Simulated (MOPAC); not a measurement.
A run for MOPAC: AM1 on PH+, 2S+1 = 2, a spin state set in the input, which need not be the lowest, a point of a bond scan (R = 1.477 Å). Charge +1.

```
AM1 1SCF PRECISE CHARGE=1 UHF MS=0.5 THREADS=1
HP

H      0.00000000 1     0.00000000 1     0.00000000 1
P      0.00000000 1     0.00000000 1     1.47708000 1
```

It printed:

```
*******************************************************************************
 **                                                                           **
 **                              MOPAC v23.2.5                                **
 **                                                                           **
 *******************************************************************************
 ** MOPAC's Digital Object Identifier: https://doi.org/10.5281/zenodo.6511958 **
 **                                                                           **
 ** Please cite the open-source release paper for use of this MOPAC version:  **
 ** J. E. Moussa and J. J. P. Stewart (2026)                                  **
 ** MOPAC: An open-source semiempirical molecular orbital program             **
 ** J. Open Source Softw., 11(119), 8025, https://doi.org/10.21105/joss.08025 **
 *******************************************************************************

                              AM1 CALCULATION RESULTS

 *******************************************************************************
 *  AM1        - The AM1 Hamiltonian to be used
 *  UHF        - UNRESTRICTED HARTREE-FOCK CALCULATION
 *
 *
 *
 *                 CHARGE ON SYSTEM = +1
 *
 *
 *
 *  MS=        - IN MECI, MAGNETIC COMPONENT OF SPIN =  0.5
 *  PRECISE    - TIGHTER CRITERIA TO BE USED
 *  1SCF       - DO 1 SCF AND THEN STOP
 *  THREADS=1  - MULTI-THREADING NOT USED
 *  T=         - A TIME OF 172800.0 SECONDS REQUESTED
 *  DUMP=N     - RESTART FILE WRITTEN EVERY 7200.0 SECONDS REQUESTED
 *******************************************************************************
AM1 1SCF PRECISE CHARGE=1 UHF MS=0.5 THREADS=1
 HP

   ATOM   CHEMICAL          X               Y               Z
  NUMBER   SYMBOL      (ANGSTROMS)     (ANGSTROMS)     (ANGSTROMS)

     1       H          0.00000000  *   0.00000000  *   0.00000000  *
     2       P          0.00000000  *   0.00000000  *   1.47708000  *



          CARTESIAN COORDINATES

    NO.       ATOM           X           Y           Z

     1         H          0.0000      0.0000      0.0000
     2         P          0.0000      0.0000      1.4771

  H: (AM1): M.J.S. DEWAR ET AL, J. AM. CHEM. SOC. 107 3902-3909 (1985)
  P: (AM1): M.J.S.DEWAR, JIE, C, THEOCHEM, 187, 1 (1989)

           Empirical Formula: H P  =     2 atoms



      MOLECULAR POINT GROUP   :   C*v


          UHF CALCULATION, NO. OF ALPHA ELECTRONS =    3
                           NO. OF BETA  ELECTRONS =    2

 -------------------------------------------------------------------------------
 AM1 1SCF PRECISE CHARGE=1 UHF MS=0.5 THREADS=1
 HP



     1SCF WAS SPECIFIED, SO BFGS WAS NOT USED
     SCF FIELD WAS ACHIEVED


                              AM1 CALCULATION
                                                       MOPAC v23.2.5 Linux




          FINAL HEAT OF FORMATION =        289.37686 KCAL/MOL =    1210.75278 KJ/MOL


          COSMO AREA              =         58.50 SQUARE ANGSTROMS
          COSMO VOLUME            =         41.64 CUBIC ANGSTROMS

          IONIZATION POTENTIAL    =         16.965275 EV
          ALPHA SOMO LUMO (EV)    =        -16.965 -9.943
          BETA  SOMO LUMO (EV)    =        -18.006 -9.647
          NO. OF ALPHA ELECTRONS  =          3
          NO. OF BETA  ELECTRONS  =          2
          MOLECULAR WEIGHT        =         31.9817         POINT GROUP:  C*v

          MOLECULAR DIMENSIONS (Angstroms)

            Atom       Atom       Distance
            P     2    H     1     1.47708
            P     2    H     1     0.00000
            H     1    P     2     0.00000


          SCF CALCULATIONS        =          1





   ATOM   CHEMICAL          X               Y               Z
  NUMBER   SYMBOL      (ANGSTROMS)     (ANGSTROMS)     (ANGSTROMS)

     1       H          0.00000000  *   0.00000000  *   0.00000000  *
     2       P          0.00000000  *   0.00000000  *   1.47708000  *

                             CARTESIAN COORDINATES

   1    H        0.000000000     0.000000000     0.000000000
   2    P        0.000000000     0.000000000     1.477080000


           Empirical Formula: H P  =     2 atoms



      MOLECULAR POINT GROUP   :   C*v


          ALPHA EIGENVALUES
 -23.82615 -18.39603 -16.96527  -9.94260  -6.06348


           BETA EIGENVALUES
 -23.34893 -18.00616  -9.64663  -9.07669  -5.98705


              NET ATOMIC CHARGES AND DIPOLE CONTRIBUTIONS

  ATOM NO.   TYPE          CHARGE      No. of ELECS.   s-Pop       p-Pop
    1          H           0.039219        0.9608     0.96078
    2          P           0.960781        4.0392     1.90872     2.13050
 DIPOLE           X         Y         Z       TOTAL
 POINT-CHG.     0.000     0.000    -0.055     0.055
 HYBRID        -0.000     0.000    -1.497     1.497
 SUM           -0.000     0.000    -1.552     1.552


          ATOMIC ORBITAL ELECTRON POPULATIONS

     Atom    s        px        py        pz
    1  H   0.96078
    2  P   1.90872   1.00000   0.00000   1.13050


                    (SZ)    =    0.500000
                    (S**2)  =    0.751034


          ATOMIC ORBITAL SPIN POPULATIONS

    Atom   Total    s     px     py     pz
         Atomic
    1  H -0.0321 -0.032
    2  P  1.0321  0.004  1.000  0.000  0.028

 **********************
 *                    *
 * JOB ENDED NORMALLY *
 *                    *
 **********************




 == MOPAC DONE ==
```

The run finished.

Cost: around 0.03 core-seconds (rough).
